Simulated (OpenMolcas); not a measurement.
# OpenMolcas run: Ba+

Input:

```
&GATEWAY
Coord
1

Ba 0.0 0.0 0.0
Basis=ANO-R3
Group=XYZ
NoMove
AngMom=0.0 0.0 0.0
AMFI
&SEWARD
&RASSCF
FileOrb=start.orb
Symmetry=1
Spin=2
nActEl=1 0 0
Inactive=15 12
Ras2=1 3
CIRoot=1 1 1
SDav=1
CIMx=300
Iter=120 100
PrWF=0.3
OrbListing=Nothing
MaxOrb=0
Atom
>>> COPY $Project.JobIph JOB001
&RASSCF
FileOrb=start.orb
Symmetry=2
Spin=2
nActEl=1 0 0
Inactive=15 12
Ras2=1 3
CIRoot=3 3 1
SDav=3
CIMx=300
Iter=120 100
PrWF=0.3
OrbListing=Nothing
MaxOrb=0
Atom
>>> COPY $Project.JobIph JOB002
&RASSI
NrOfJobIphs=2 1 3
1
1 2 3
IphNames
JOB001
JOB002
EJob
SpinOrbit
DIPRint=1.0
SOCoupling=1000.0
Subsets=2
MEES
Property=10
'ANGMOM' 1 'ANGMOM' 2 'ANGMOM' 3 'MLTPL  1' 1 'MLTPL  1' 2 'MLTPL  1' 3
'AMFI' 1 'AMFI' 2 'AMFI' 3 'MLTPL  2' 6
SOProperty=3
'ANGMOM' 1 'ANGMOM' 2 'ANGMOM' 3
```

A driver script runs the steps one by one and writes start.orb anew before each from the orbitals found so far.

Output, cut to the results:

```
--- SEWARD ---
Basis set label: BA.ANO-R...9S7P4D3F2G1H.

      Electronic valence basis set:
      ------------------
      Associated Effective Charge  56.000000 au
      Associated Actual Charge     56.000000 au
      Nuclear Model: Finite nucleus - Gaussian distribution
        Gaussian exponent, Xi/bohr**(-2):  1.75650E+08

      Shell  nPrim  nBasis  Cartesian Spherical Contaminant
         s      24       9        X
         p      18       7        X
         d      12       4                 X
         f       6       3                 X
         g       4       2                 X
         h       2       1                 X
                  Relativistic X2C integrals
                  Atomic mean-field integrals
--- RASSCF ---
Wave function specifications:
      -----------------------------

      Number of closed shell electrons          54
      Number of electrons in active shells       1
      Max number of holes in RAS1 space          0
      Max nr of electrons in RAS3 space          0
      Number of inactive orbitals               27
      Number of active orbitals                  4
      Number of secondary orbitals              69
      Spin quantum number                      0.5
      State symmetry                             1
Orbital specifications:
      -----------------------

      Symmetry species                           1   2
                                                ag  au
      Frozen orbitals                            0   0
      Inactive orbitals                         15  12
      Active orbitals                            1   3
      RAS1 orbitals                              0   0
      RAS2 orbitals                              1   3
      RAS3 orbitals                              0   0
      Secondary orbitals                        31  38
      Deleted orbitals                           0   0
      Number of basis functions                 47  53
      Number of CSFs                             1
      Number of root(s) required                 1
      Iter CI   SX   CI       RASSCF       Energy    max ROT     max BLB   max BLB  Level Ln srch  Step   QN
          iter iter root      energy       change     param      element    value   shift minimum  type update
 Nr of preliminary CI iterations:   1
 ###############################################################################
 ###############################################################################
 ###                                                                         ###
 ###                                                                         ###
 ###    WARNING: Problems in orbital optimization.                           ###
 ###                                                                         ###
 ###                                                                         ###
 ###############################################################################
 ###############################################################################
  Warning: In symmetry  2, orbital p=  13 has diagonal density matrix element D(p,p) close to zero. D(p,p)=  0.000000E+00
  Warning: In symmetry  2, orbital p=  14 has diagonal density matrix element D(p,p) close to zero. D(p,p)=  0.000000E+00
        ...
  Warning: In symmetry  2, orbital p=  13 has diagonal density matrix element D(p,p) close to zero. D(p,p)=  0.000000E+00
  Warning: In symmetry  2, orbital p=  14 has diagonal density matrix element D(p,p) close to zero. D(p,p)=  0.000000E+00
  Warning: In symmetry  2, orbital p=  15 has diagonal density matrix element D(p,p) close to zero. D(p,p)=  0.000000E+00
        4   1    4    1  -131.50640707   -1.36E-11  -1.98E-06   16  18 1  1.81E-06   0.50   0.00    SX    NO
      Convergence after  4 iterations
        5   1    4    1  -131.50640707   -1.73E-11  -1.98E-06   16  18 1  1.20E-06   0.50   0.00    SX    NO
      Natural orbitals and occupation numbers for root  1
      sym 1:   1.000000
      sym 2:   0.000000   0.000000   0.000000
::    RASSCF root number  1 Total energy:  -8131.50640707
--- RASSCF ---
Wave function specifications:
      -----------------------------

      Number of closed shell electrons          54
      Number of electrons in active shells       1
      Max number of holes in RAS1 space          0
      Max nr of electrons in RAS3 space          0
      Number of inactive orbitals               27
      Number of active orbitals                  4
...
--- RASSI ---
SPIN-FREE ENERGIES:
  (Shifted by EMIN (a.u.) =      -8131.5064070712)

 SF State       Relative EMIN(au)   Rel lowest level(eV)    D:o, cm**(-1)      L_eff

     1             0.0000000000        0.0000000000              0.0000         0.0
     2             0.0997407115        2.7140830259          21890.5559         1.0
     3             0.0997407115        2.7140830259          21890.5559         1.0
     4             0.0997407115        2.7140830259          21890.5559         1.0
     Dipole printing threshold changed to   1.00000000E+00

++ Dipole transition strengths (spin-free states):
   -----------------------------------------------
     for osc. strength at least  1.00000000E+00

  ( Max oscillator strength is only   0.46469054133127480      )
--
Eigenvalues of complex Hamiltonian:
   -----------------------------------
  (Shifted by EMIN (a.u.) =      -8131.5064070712)

 SO State       Relative EMIN(au)   Rel lowest level(eV)    D:o, cm**(-1)     J-value

     1             0.0000000000        0.0000000000              0.0000         0.4
     2             0.0000000000        0.0000000000              0.0000         0.4
     3             0.0946066178        2.5743772184          20763.7526         0.4
     4             0.0946066178        2.5743772184          20763.7526         0.4
     5             0.1023077584        2.7839359297          22453.9576         1.4
     6             0.1023077584        2.7839359297          22453.9576         1.4
     7             0.1023077584        2.7839359297          22453.9576         0.8
     8             0.1023077584        2.7839359297          22453.9576         0.8
Weights of the five most important spin-orbit-free states for each spin-orbit state.

 SO State  Total energy (au)           Spin-free states, spin, and weights
 -------------------------------------------------------------------------------------------------------
...
```

The J values that RASSI prints are effective ones from its own formula and need not be integers or half-integers; the table below assigns J from the states.

Levels above the lowest, from the spin-orbit matrix, grouped by J:

```tsv
Configuration	Term	J	E (eV)	Measured (eV)	g	Term weight %
6s	²S	1/2	0.0000	0.0000	2.002	100
6p	²P°	1/2	2.5744	2.5121	0.666	100
6p	²P°	3/2	2.7839	2.7218	1.334	100
```

Against the 2 measured excited levels shown (NIST Handbook of Basic Atomic Spectroscopic Data) the mean absolute deviation is 500 cm-1; the largest miss in energy is 6p ²P°_1/2: computed 2.5744, measured 2.5121 eV (+2.5 %).

ANO sets are built for ground and valence states and can reach diffuse excited orbitals poorly. With one active electron the reference holds no correlation, so core polarisation is missing. The ANO-R sets hold no well-fitted valence p shell for this element, so s → p excitations can come out far too high. Measured partners are found by configuration, term and J. A level has none where our copy of the source lacks it or the pairing is in doubt (some pairs that miss far off the trend of their configuration count as doubtful), and it then counts in no deviation. Levels of configurations outside the active space are missing.

The term weight is that of the spin-free term in the level, not the purity of its configuration. ° marks odd parity.
